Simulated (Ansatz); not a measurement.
GeMe3(NHiPr) (C6H17GeN). Total charge 0; singlet. Geometry PBE-D4/def2-SVP; atoms count from 1.

Cartesian coordinates in Å:
```
Ge 0.012 -0.959 0.608
C -0.615 -1.634 2.347
H -1.715 -1.770 2.333
H -0.356 -0.930 3.164
H -0.144 -2.611 2.574
C -0.393 -2.271 -0.804
H 0.080 -1.996 -1.767
H -1.489 -2.334 -0.955
H -0.017 -3.272 -0.506
C 1.968 -0.662 0.677
H 2.220 0.086 1.454
H 2.350 -0.297 -0.298
H 2.491 -1.611 0.918
N -1.005 0.587 0.352
C -0.773 1.630 -0.647
C -0.530 1.020 -2.031
C 0.353 2.613 -0.272
H -1.273 0.997 1.253
H -1.715 2.226 -0.719
H 0.430 0.461 -2.062
H -0.473 1.811 -2.805
H -1.345 0.320 -2.303
H 1.335 2.095 -0.235
H 0.432 3.446 -1.003
H 0.171 3.059 0.728
```

Estimate the Mulliken populations from the PBE0/def2-TZVP orbitals of Ansatz.


```csv
atom,charge (e)
Ge1,0.38
C2,-0.49
H3,0.15
H4,0.13
H5,0.14
C6,-0.47
H7,0.14
H8,0.14
H9,0.14
C10,-0.50
H11,0.14
H12,0.13
H13,0.14
N14,-0.44
C15,0.05
C16,-0.39
C17,-0.36
H18,0.20
H19,0.08
H20,0.11
H21,0.13
H22,0.13
H23,0.11
H24,0.11
H25,0.11
```
Mulliken values depend strongly on the basis.

And the Mayer bond orders between heavy atoms (over 0.3)?

Ge1–C2 0.98 (1.97 Å); Ge1–C6 0.95 (1.97 Å); Ge1–C10 0.91 (1.98 Å); Ge1–N14 1.03 (1.87 Å); N14–C15 1.03 (1.46 Å); C15–C16 1.00 (1.53 Å); C15–C17 0.99 (1.54 Å).
